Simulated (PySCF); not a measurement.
Basis-set dependence of excited states

BH6NSSi.
SMILES: `NBS[SiH3]`

TDDFT with PBE0 (PySCF), vertical singlets, core orbitals frozen in the response, spherical d and f functions. The structure is a single PBE0-D3(BJ)/def2-SVP conformer in the gas phase; no vibrational or solvent corrections.

Problem. How do the low singlets change with the basis? Take 6-31G*, 6-31+G*, def2-SVP, def2-SVPD, aug-cc-pVDZ, def2-TZVP and def2-TZVPD.

Solution. 

```csv
basis,functions,diffuse,S1 (eV),S2 (eV),S3 (eV),S4 (eV),S5 (eV),LUMO (eV),α (au)
6-31G*,76,no,6.09,6.62,7.34,7.49,7.57,0.46,58.5
6-31+G*,92,yes,5.81,6.30,6.37,6.60,7.06,-0.18,66.4
def2-SVP,94,no,6.34,6.49,7.19,7.27,7.66,0.41,60.6
def2-SVPD,139,yes,5.96,6.14,6.61,6.83,6.94,-0.03,74.0
aug-cc-pVDZ,154,yes,5.79,6.09,6.27,6.47,6.84,-0.27,75.1
def2-TZVP,172,no,6.07,6.22,6.90,6.96,7.08,0.07,69.6
def2-TZVPD,217,yes,5.86,6.07,6.40,6.62,6.85,-0.16,75.0
```

States are compared by their number. Against the largest diffuse basis here (def2-TZVPD, itself not a converged limit), sets without diffuse functions differ by up to 0.49 eV in S1 and 0.81 eV in S5; the smaller diffuse sets differ by up to 0.10 and 0.21 eV. State by state, the largest deviation of a set without diffuse functions is S1 0.49, S2 0.56, S3 0.94, S4 0.87, S5 0.81 eV. The same number needn't mean the same state in each row. Against def2-TZVPD the polarisability deviates by -22% in 6-31G*, -11% in 6-31+G*, -19% in def2-SVP, -1% in def2-SVPD, 0% in aug-cc-pVDZ, -7% in def2-TZVP. A single + in a Pople set puts diffuse functions on heavy atoms only.

Without π bonds the low states are Rydberg-like; a valence basis with one diffuse set may place them up to an eV too high.
